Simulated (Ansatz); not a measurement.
Stepwise reaction of `NC[SiH](N)N` with hydrogen, as a gas-phase model of exchange steps in deposition or etching. ΔE in kJ/mol.

Isolated molecules relaxed with PBE0-D4/def2-TZVP in Ansatz; ΔE leaves out vibrations. CBS: MP2 limit from def2 TZ/QZ plus the TZ coupled-cluster correction, frozen cores. This one scheme is used for every species. DFT in def2-TZVPP. B3LYP here is the variant with VWN-RPA as its local correlation; programs differ in this. One conformer a species, not always the lowest.

```tsv
step	reaction	PBE-D4	B3LYP-D4	ωB97M-V	CCSD(T)/CBS
1	`NC[SiH](N)N` + H₂ → `NC[SiH2]N` + NH₃	37.7	39.4	39.4	39.5
2	`NC[SiH2]N` + H₂ → `NC[SiH3]` + NH₃	27.2	30.2	31.6	30.5
```

Task: By hand: ΔE of the 2 steps together at CCSD(T)/CBS.

Result: (39.5) + (30.5) = 70.0 kJ/mol, or 35.0 kJ/mol a step.

In ΔE each step is lower than the one before. All are uphill at CCSD(T)/CBS. PBE-D4 differs from CCSD(T)/CBS by -3.3 to -1.8 kJ/mol a step. Isolated molecules leave out the surface, adducts and barriers. Largest T1 diagnostic: 0.010.
